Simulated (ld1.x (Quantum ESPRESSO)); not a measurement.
# Transferability test, PAW potential for oxygen (O)

```json
{
  "Element": "oxygen (O)",
  "Generator": "ld1.x (Quantum ESPRESSO) 7.5",
  "Type": "PAW",
  "Functional": "PBE",
  "Relativity": "scalar-relativistic",
  "Frozen core": "[He]",
  "Valence charge": "6",
  "Reference configuration": "2s1.75 2p4.25",
  "Partial waves": "2s (bound): rcut 0.50, rcutus 0.70 bohr; 2s channel at 1.3 Ry: rcut 0.50, rcutus 0.70 bohr; 2p (bound): rcut 1.45, rcutus 1.55 bohr; 2p channel at -0.2 Ry: rcut 1.45, rcutus 1.55 bohr; 3d channel at -0.15 Ry: rcut 1.10, rcutus 1.35 bohr",
  "Local potential": "all-electron potential smoothed inside 0.60 bohr (lloc = -1)",
  "Core correction": "Bessel-smoothed model core inside 0.55 bohr",
  "Augmentation charge": "BESSEL, radius 0.45 bohr"
}
```

Energies are relative to the spin-unpolarised reference configuration 2s1.75 2p4.25; without spin polarisation the order of configurations can differ from experiment. The frozen-core shift is the all-electron ΔE with the core orbitals held at their reference shape minus the fully relaxed ΔE.

Its overlap operator is not positive definite in a basis up to 400 Ry (lowest eigenvalue d -18.26), so the file is unfit for use: the generalised eigenproblem breaks down once the basis is large enough, and its test numbers describe a broken file.

| valence configuration | charge | ΔE all-electron (eV) | error AE − PS (meV) | frozen-core shift (meV) |
| --- | --- | --- | --- | --- |
| 2s2 2p4 | 0 | -3.734 | +1.2 | 0.0 |
| 2s2 2p3 | +1 | 12.697 | +8.1 | +0.1 |
| 2s2 2p2 | +2 | 46.283 | +17 | +1.1 |
| 2s1 2p4 | +1 | 27.925 | -0.2 | +0.4 |
| 2s2 2p1 | +3 | 100.152 | +42 | +6.1 |
| 2s2 2p4.3 | -0.3 | -5.857 | +0.6 | 0.0 |
| 2s1 2p5 | 0 | 11.216 | +3.7 | +0.2 |

Levels in the configuration 2s1 2p5:

```tsv
level	all-electron (eV)	pseudo (eV)
2s	-24.420	-24.420
2p	-9.451	-9.457
```

The ghost test of this file was not conclusive.
